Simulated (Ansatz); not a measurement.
Stepwise reaction of `CC1=CC(C(F)(F)F)=[O+][Ti-]([F])([Cl])([Cl])[O]1` with water, as a gas-phase model of exchange steps in deposition or etching. ΔE in kJ/mol.

Calculated with Ansatz (gas phase, PBE0-D4/def2-TZVP geometries, no zero-point term in ΔE). CCSD(T)/CBS adds triple-zeta CCSD(T) − MP2 to the extrapolated MP2 energy (def2 sets, frozen cores). This one scheme is used for every species. Functionals use def2-TZVPP. B3LYP here is the variant with VWN-RPA as its local correlation; programs differ in this. For Ti outer-core shells are correlated without core-valence functions, which leaves a few kJ/mol of doubt a bond. Scalar relativity is left out up to krypton. Each species was taken in one conformer, which may not be the lowest.

| step | reaction | PBE-D4 | B3LYP-D4 | ωB97M-V | CCSD(T)/CBS |
| --- | --- | --- | --- | --- | --- |
| 1 | `CC1=CC(C(F)(F)F)=[O+][Ti-]([F])([Cl])([Cl])[O]1` + H₂O → `CC1=CC(C(F)(F)F)=[O+][Ti-]([OH])([F])([Cl])[O]1` + HCl | 16.1 | 12.1 | 6.7 | 12.9 |
| 2 | `CC1=CC(C(F)(F)F)=[O+][Ti-]([OH])([F])([Cl])[O]1` + H₂O → `CC1=CC(C(F)(F)F)=[O+][Ti-]([OH])([OH])([F])[O]1` + HCl | 27.6 | 27.1 | 24.8 | 29.9 |

Problem. By hand: ΔE of the 2 steps together at CCSD(T)/CBS.

Solution. (12.9) + (29.9) = 42.8 kJ/mol, or 21.4 kJ/mol a step.

In ΔE each step is higher than the one before. All are uphill at CCSD(T)/CBS. PBE-D4 differs from CCSD(T)/CBS by -2.3 to 3.2 kJ/mol a step. Isolated molecules leave out the surface, adducts and barriers. Largest T1 diagnostic: 0.021.
